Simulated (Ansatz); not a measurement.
The cluster Al4P3⁺, relaxed as a singlet with RKS PBE-D4/def2-SVP in Ansatz, starting from the GFN1-xTB geometry. Force threshold 0.02 eV/Å.

The restricted singlet is unstable towards broken spin symmetry in Hartree–Fock (as tested in another run); at PBE-D4/def2-SVP this wasn't settled. Another isomer (singlet) lies 0.58 eV lower at PBE0-D4/def2-TZVP; other spin states weren't run for this one.

Start:

```xyz
7

Al   -0.444    1.610   -1.228
Al    1.789   -0.437    0.956
Al   -2.282   -2.069    0.384
Al    1.784    0.433   -1.420
P     0.351    1.623    1.165
P    -0.941   -0.029    0.937
P    -0.256   -1.131   -0.793
```

| step | energy (eV) | largest force component (eV/Å) | SCF passes |
| --- | --- | --- | --- |
| 1 | -54204.7657 | 1.057 | 21 |
| 2 | -54204.9601 | 0.472 | 22 |
| 3 | -54205.0910 | 0.250 | 29 |
| 4 (rejected) | -54205.0579 | 0.465 | 29 |
| 5 | -54205.1188 | 0.147 | 22 |
| 6 | -54205.1296 | 0.128 | 22 |
| 7 | -54205.1315 | 0.107 | 21 |
| 8 | -54205.1342 | 0.056 | 23 |
| 9 | -54205.1347 | 0.029 | 25 |
| 10 | -54205.1348 | 0.006 | 16 |

Force components are those of the run's own axes.

End:

```csv
atom,x (Å),y (Å),z (Å)
Al1,-0.573,1.342,-1.203
Al2,1.553,-0.615,0.880
Al3,-2.380,-2.140,0.428
Al4,2.070,0.782,-1.382
P5,0.554,1.662,0.998
P6,-0.968,0.066,1.044
P7,-0.256,-1.096,-0.766
```

Bonds lost: Al4–P7 (atoms count from 1).

No frequencies were taken in this run, so the end may be a saddle point.

Hardware: 4 threads of Arm Neoverse V2 on a shared host. Wall time 14 s.
